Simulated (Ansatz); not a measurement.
Input file for ClFH5NSi2 (`F[SiH2]N[SiH2]Cl`):

```yaml
crystal:
  periodic: [false, false, false]
  atoms:
    - {symbol: F, position_ang: [0.259322, -2.435000, -1.041857]}
    - {symbol: Si, position_ang: [-0.521663, -1.472606, -0.031766]}
    - {symbol: N, position_ang: [0.444239, -0.140673, 0.443898]}
    - {symbol: Si, position_ang: [0.412899, 1.450277, -0.196131]}
    - {symbol: Cl, position_ang: [-0.613659, 2.757039, 1.019758]}
    - {symbol: H, position_ang: [-0.854793, -2.300200, 1.147619]}
    - {symbol: H, position_ang: [-1.703787, -0.951365, -0.749286]}
    - {symbol: H, position_ang: [1.086148, -0.301056, 1.208581]}
    - {symbol: H, position_ang: [-0.292412, 1.400607, -1.493346]}
    - {symbol: H, position_ang: [1.783706, 1.992987, -0.307460]}
basis:
  gaussian: {orbitals: def2-TZVPP}
correlation: {method: ccsd_t}
```

```sh
$ ansatz run in.yaml --threads 2 --pin off --events-out ev --progress --plain --max-ram 22528MiB --backend cuda --devices 0, --max-vram 18GiB
```

Log, shortened:

```
Functional definition: HF
1516 factors; integrals over basis functions are off by at most 9.2e-4 eV
mean field evaluation 1: about -32498.8730 eV, gradient 4.2e1 eV
mean field evaluation 2: about -32499.1408 eV, gradient 4.3e1 eV
mean field evaluation 4: about -32502.9116 eV, gradient 3.4e0 eV
mean field evaluation 8: about -32502.9678 eV, gradient 2.2e-1 eV
mean field -32502.96800985 eV, -1194.4620430590 hartree, gradient 3.2e-6 eV, S^2 0.000000; 0 other end points of the search recorded, 0 dependent functions left out
17 core orbitals not correlated: weight in the atoms' cores, before any rotation towards them, 1.000 or more for the frozen orbitals, at most 0.000 for the correlated occupied ones
reference -32502.96800985 eV, -1194.4620430590 hartree; 16, 16 occupied and 225, 225 virtual orbitals, 1516 factors
second order -24.23376094 eV of doubles, -0.00000000 eV of singles
cycle   1  -24.90356641 eV  change   -6.7e-1 eV  update   1.0e-1
cycle   2  -25.47060619 eV  change   -5.7e-1 eV  update   2.9e-2
cycle   3  -25.58902668 eV  change   -1.2e-1 eV  update   1.4e-2
cycle   4  -25.57639330 eV  change    1.3e-2 eV  update   3.1e-3
cycle   5  -25.57454439 eV  change    1.8e-3 eV  update   1.3e-3
cycle   6  -25.57510173 eV  change   -5.6e-4 eV  update   4.1e-4
cycle   7  -25.57492312 eV  change    1.8e-4 eV  update   1.4e-4
cycle   8  -25.57487072 eV  change    5.2e-5 eV  update   4.4e-5
cycle   9  -25.57488895 eV  change   -1.8e-5 eV  update   1.7e-5
perturbative correction -0.90560485 eV, -0.0332803643 hartree
Total energy: -32529.44850364 eV, -1195.4351832568 hartree
```

It took 2.5 s on 2 threads of an AMD EPYC 7R13 on a shared host and a share of an NVIDIA H100 80 GB, with 0.83 GiB of host memory at the peak.

The correlation energy is -26.480 eV, 3.4 % of it from (T); the T1 diagnostic reads 0.0107.
